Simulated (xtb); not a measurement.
Cl3Ga (SMILES [Cl][Ga]([Cl])[Cl]), singlet, geometry from GFN2-xTB (such geometries of metal compounds can be far from the true shape); GFN1-xTB with ALPB(methanol) (xtb).

xtb was given this input:
```
$ xtb mol.xyz --gfn 1 --alpb methanol --json

# file mol.xyz
4

Ga     0.00000000     0.00000000    -0.00000000
Cl    -1.75999983    -1.10581726    -0.20820478
Cl     0.10032532     1.95214694    -0.73677512
Cl     1.65967451    -0.84632969     0.94497990
```

Predict the main parts of the log of this xtb run.


```
   ID    Z sym.   atoms
    1   31 Ga     1
    2   17 Cl     2-4

           -------------------------------------------------
          |                Calculation Setup                |
           -------------------------------------------------

           -------------------------------------------------
          |                 G F N 1 - x T B                 |
           -------------------------------------------------

      * Solvation model:               ALPB
        Solvent                        methanol
        Parameter file                 internal GFN1-xTB/ALPB
        Dielectric constant                3.2700E+01
        Reference state                gsolv [1 M gas/solution]
        Free energy shift                  4.3754E-03 Eh       2.7456E+00 kcal/mol
        Temperature                        2.9815E+02 K
        Density                            7.9200E-01 kg/L
        Solvent mass                       3.2040E+01 g/mol
        Interaction kernel             P16
        Born radius scaling (c1)           1.7266E+00
        Born radii integrator          GBOBC
        Born offset                        0.0000E+00 a0       0.0000E+00 AA
        H-bond correction              true
        Ion screening                  false
        Surface tension                    1.0000E-05 Eh       1.5569E+01 dyn/cm
        Grid points                               230 per atom

          ...................................................
          :                      SETUP                      :
          :.................................................:
          :  # basis functions                  40          :
          :  # atomic orbitals                  36          :
          :  # shells                           12          :
          :  # electrons                        24          :
          :  # halogen bonds                     0          :
          :  max. iterations                   250          :
          :  Hamiltonian                  GFN1-xTB          :
          :  restarted?                      false          :
          :  GBSA solvation                   true          :
          :  PC potential                    false          :
          :  electronic temp.          300.0000000     K    :
          :  accuracy                    1.0000000          :
          :  -> integral cutoff          0.2500000E+02      :
          :  -> integral neglect         0.1000000E-07      :
          :  -> SCF convergence          0.1000000E-05 Eh   :
          :  -> wf. convergence          0.2000000E-04 e    :
          :  Broyden damping             0.4000000          :
          :  net charge                          0          :
          :  unpaired electrons                  0          :
          ...................................................

 iter      E             dE          RMSdq      gap      omega  full diag
   1    -14.3051317 -0.143051E+02  0.501E+00    6.14       0.0  T
   2    -14.3072757 -0.214395E-02  0.305E+00    6.25       1.0  T
   3    -14.3072952 -0.195827E-04  0.169E-01    6.22       1.0  T
   4    -14.3072954 -0.133764E-06  0.162E-02    6.21       3.1  T
   5    -14.3072954 -0.216980E-08  0.738E-04    6.21      67.7  T
   6    -14.3072954 -0.192173E-08  0.984E-05    6.21     508.3  T
   7    -14.3072954 -0.301981E-13  0.791E-06    6.21    6324.4  T

   *** convergence criteria satisfied after 7 iterations ***

         :::::::::::::::::::::::::::::::::::::::::::::::::::::
         ::                     SUMMARY                     ::
         :::::::::::::::::::::::::::::::::::::::::::::::::::::
         :: total energy             -14.277435766272 Eh    ::
         :: total w/o Gsasa/hb       -14.270161936652 Eh    ::
         :: gradient norm              0.013479056036 Eh/a0 ::
         :: HOMO-LUMO gap              6.214165888334 eV    ::
         ::.................................................::
         :: SCC energy               -14.307295384429 Eh    ::
         :: -> electrostatic           0.005058784140 Eh    ::
         :: -> Gsolv                  -0.007738765271 Eh    ::
         ::    -> Gelec               -0.000464935652 Eh    ::
         ::    -> Gsasa               -0.011415297461 Eh    ::
         ::    -> Ghb                 -0.000233923531 Eh    ::
         ::    -> Gshift               0.004375391373 Eh    ::
         :: repulsion energy           0.031643566222 Eh    ::
         :: dispersion energy         -0.001783948064 Eh    ::
         :: halogen bond corr.         0.000000000000 Eh    ::
         :: add. restraining           0.000000000000 Eh    ::
         :: total charge               0.000000000000 e     ::
         :::::::::::::::::::::::::::::::::::::::::::::::::::::

           -------------------------------------------------
          |                Property Printout                |
           -------------------------------------------------

    * Orbital Energies and Occupations

         #    Occupation            Energy/Eh            Energy/eV
      -------------------------------------------------------------
         1        2.0000           -0.9237000             -25.1352
         2        2.0000           -0.9237000             -25.1352
         3        2.0000           -0.9142283             -24.8774
         4        2.0000           -0.5814679             -15.8225
         5        2.0000           -0.5095826             -13.8664
         6        2.0000           -0.5095826             -13.8664
         7        2.0000           -0.4987698             -13.5722
         8        2.0000           -0.4850468             -13.1988
         9        2.0000           -0.4850468             -13.1988
        10        2.0000           -0.4758399             -12.9483
        11        2.0000           -0.4758399             -12.9483
        12        2.0000           -0.4739061             -12.8956 (HOMO)
        13                         -0.2455397              -6.6815 (LUMO)
        14                         -0.1393840              -3.7928
        15                         -0.0635529              -1.7294
        16                         -0.0635529              -1.7294
        17                         -0.0625160              -1.7011
        18                         -0.0605371              -1.6473
        19                         -0.0605371              -1.6473
        20                         -0.0503752              -1.3708
        21                         -0.0503751              -1.3708
        22                         -0.0498145              -1.3555
        23                         -0.0494787              -1.3464
       ...                                ...                  ...
        36                          0.5684004              15.4670
      -------------------------------------------------------------
                  HL-Gap            0.2283664 Eh            6.2142 eV
             Fermi-level           -0.3597229 Eh           -9.7886 eV

  Mulliken/CM5 charges         n(s)   n(p)   n(d)
     1Ga    0.43967  0.41075   1.001  0.951  0.608
     2Cl   -0.14656 -0.13692   1.887  5.266 -0.006
     3Cl   -0.14656 -0.13692   1.887  5.266 -0.006
     4Cl   -0.14656 -0.13692   1.887  5.266 -0.006

Wiberg/Mayer (AO) data.
largest (>0.10) Wiberg bond orders for each atom

 ---------------------------------------------------------------------------
     #   Z sym  total        # sym  WBO       # sym  WBO       # sym  WBO
 ---------------------------------------------------------------------------
     1  31 Ga   3.686 --     3 Cl   1.229     2 Cl   1.229     4 Cl   1.229
     2  17 Cl   1.396 --     1 Ga   1.229
     3  17 Cl   1.396 --     1 Ga   1.229
     4  17 Cl   1.396 --     1 Ga   1.229
 ---------------------------------------------------------------------------

Topologies differ in total number of bonds
Writing topology from bond orders to xtbtopo.mol

 dipole moment from electron density (au)
     X       Y       Z
  -0.0000   0.0000  -0.0000  total (Debye):    0.000

           -------------------------------------------------
          | TOTAL ENERGY              -14.277435766272 Eh   |
          | GRADIENT NORM               0.013479056036 Eh/α |
          | HOMO-LUMO GAP               6.214165888334 eV   |
           -------------------------------------------------

normal termination of xtb
```
